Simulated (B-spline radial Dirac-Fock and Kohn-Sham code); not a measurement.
Atomic SCF run for Ag

ΔSCF core binding energies without Breit or QED terms, calculated with a radial atomic solver. Keys: rel is the Hamiltonian (dirac, or spin-free x2c and nr, where L3 and M5 stand for the whole 2p and 3d shells), method is hf or an exchange,correlation pair (spin-unpolarised, also for the hole states), nuc the nuclear model, radius_factor scales its radius, rmax is the box in bohr, h the logarithmic mesh step, order the B-spline order, points the quadrature points per cell, c_factor scales the speed of light, and damp, ndamp, maxit and tol steer the iteration. The run stops when the commutator error falls below 10·tol·max(1, Z/10), or the numerical noise floor, and the energy has settled to about 1e-8 Ha; the virial ratio is −V/T.

Input (task.json):

```json
{"items": [{"Z": 47, "q": 0, "cfg": [[1, 0, 2], [2, 0, 2], [2, 1, 6], [3, 0, 2], [3, 1, 6], [3, 2, 10], [4, 0, 2], [4, 1, 6], [4, 2, 10], [5, 0, 1]], "A": 107, "rrms": 4.5454, "do": "settings", "holes": ["K", "L3", "M5"],
  "settings": [{"rel": "dirac", "method": "hf", "nuc": "fermi", "radius_factor": 1.0, "rmax": 45.0, "h": 0.3, "order": 8, "points": 10, "c_factor": 1.0, "maxit": 58, "damp": 0.995, "ndamp": 100, "tol": 1e-08}]}]}
```

Command: `python xray2_run.py task.json out`

Ground-state iterations:

```
iter   energy (Ha)        error
   1    -5313.52745812  1.67e+00
   2    -5313.95573831  1.72e-01
   3    -5313.96728997  1.71e-01
   4    -5313.97865304  1.69e-01
   5    -5313.98983041  1.68e-01
   6    -5314.00082495  1.66e-01
   7    -5314.01163949  1.65e-01
   8    -5314.02227680  1.64e-01
   9    -5314.03273963  1.62e-01
  10    -5314.04303069  1.61e-01
  11    -5314.05315262  1.60e-01
  12    -5314.06310808  1.58e-01
  13    -5314.07289963  1.57e-01
  14    -5314.08252983  1.56e-01
  15    -5314.09200120  1.54e-01
  23    -5314.16234385  1.44e-01
  31    -5314.22385681  1.35e-01
  39    -5314.27759711  1.26e-01
  47    -5314.32450307  1.18e-01
  55    -5314.36540653  1.10e-01
  58    -5314.37935096  1.08e-01
```

The ground state had not converged after 58 iterations, with total energy -5314.37935 Ha, virial ratio 1.95040 and highest orbital energy -4.95 eV. ΔSCF binding energies: K (1s) 25655.6 eV, L3 (2p3/2) 3416.2 eV, M5 (3d5/2) 415.7 eV (not all states converged, so these are not final).

Question: One setting is unsound. Which, and why?

Answer: damp is so close to 1 that the orbitals hardly move in each step. With the default settings (Dirac Hartree-Fock): The ground state converged in 10 iterations, with total energy -5314.63364 Ha, virial ratio 1.95542 and highest orbital energy -6.45 eV. ΔSCF binding energies: K (1s) 25599.5 eV, L3 (2p3/2) 3365.2 eV, M5 (3d5/2) 374.7 eV.
